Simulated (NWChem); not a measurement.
## Atomisation of HS$_{2}$

```
S
H 1 1.3680
S 1 2.0009 2 101.99
```
Charge 0, spin multiplicity 2.

Program: NWChem. All single points use one geometry, from UB3LYP/def2-SVP, a minimum by its harmonic frequencies.

Basis set: def2-TZVP. The atomisation energy is electronic alone: no zero-point, thermal, spin-orbit or counterpoise terms. No value is extrapolated to the basis-set limit. Free atoms are single determinants with multiplicities S 3, H 2.

B3LYP has NWChem's definition, with VWN1-RPA local correlation. The structure started from a generated list of species. The unpaired electrons of the parent sit in orbitals of symmetry a" (Cs labels of the run); other states weren't searched. No SCF solution was tested for a lower state. Open-shell Hartree-Fock references start from PBE0 orbitals.

### Question
For the atomisation energy, LDA (SVWN5) gives 201.7 kcal/mol and PBE0 gives 165.1 kcal/mol. What do PBE, B3LYP, HF give?

### Answer
PBE: 173.0 kcal/mol; B3LYP: 162.7 kcal/mol; HF: 96.1 kcal/mol.
